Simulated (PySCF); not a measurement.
Mg(tBu)(OSiH3), SMILES [O]([Mg][C](C)(C)C)[SiH3], singlet at its GFN2-xTB optimised geometry (Å):

```
19

Mg    -0.4833    -1.1235     0.0000
C     -1.4130     0.7546     0.0000
C     -0.9433     1.4803    -1.2476
C     -2.9258     0.6115     0.0103
C     -0.9268     1.4871     1.2372
H     -1.3082     2.5123    -1.2482
H     -1.3097     0.9900    -2.1526
H      0.1479     1.5035    -1.2807
H     -3.2815     0.0787    -0.8719
H     -3.2698     0.0842     0.9004
H     -3.3900     1.6045     0.0103
H     -1.2818     1.0020     2.1496
H      0.1646     1.5094     1.2562
H     -1.2909     2.5193     1.2368
O      1.3068    -1.1235     0.0000
Si     2.8995    -1.1294    -0.0001
H      3.3896    -0.5091    -1.2471
H      3.3858    -2.5193     0.0906
H      3.3900    -0.3530     1.1561
```

Method: B3LYP/def2-SVP run with PySCF. Cells within 0.4 Å of a nucleus heavier than hydrogen are left out (blank, or x).

Map of the deformation density (molecule minus spherical neutral atoms) (e/bohr³) on the plane z = 0.0 Å:

```
|1111111111111111111111111111111|
|1111111111111111111111111111111|
|1111111111111111111111111111111|
|1111111111111111111111111111111|
|1111111111111111111111111111111|
|1111111111111111111111111111111|
|1111111111111111111111111111111|
|1111111111111111111111111111111|
|1111111111100011111111111111111|
|1111111110000001111111111111111|
|1111112200000000111111111111111|
|1111149510001000111111111111111|
|11111386232x2000111111111111111|
|111100xxx76xx000111111111111111|
|1111003x443x5211111111011111111|
|1111112101234211111110001111111|
|1111111000122111122210001111111|
|11111110011211101364410x1001111|
|1111111111111xx014xx62xx1000111|
|11111111111111x1135x420x1000111|
|1111111111111111122221134311111|
|1111111111111101111111158421111|
|1111111111111111111111136311111|
|1111111111111111111111111111111|
|1111111111111111111111111111111|
|1111111111111111111111111111111|
|1111111111111111111111111111111|
|1111111111111111111111111111111|
|1111111111111111111111111111111|
|1111111111111111111111111111111|
|1111111111111111111111111111111|
```
Scale: ten equal steps from -0.018 (start of '0') to 0.100 (end of '9'), in the order '0123456789'; x runs from -5.50 to 5.50, y from -5.50 (bottom) to 5.50 (top).
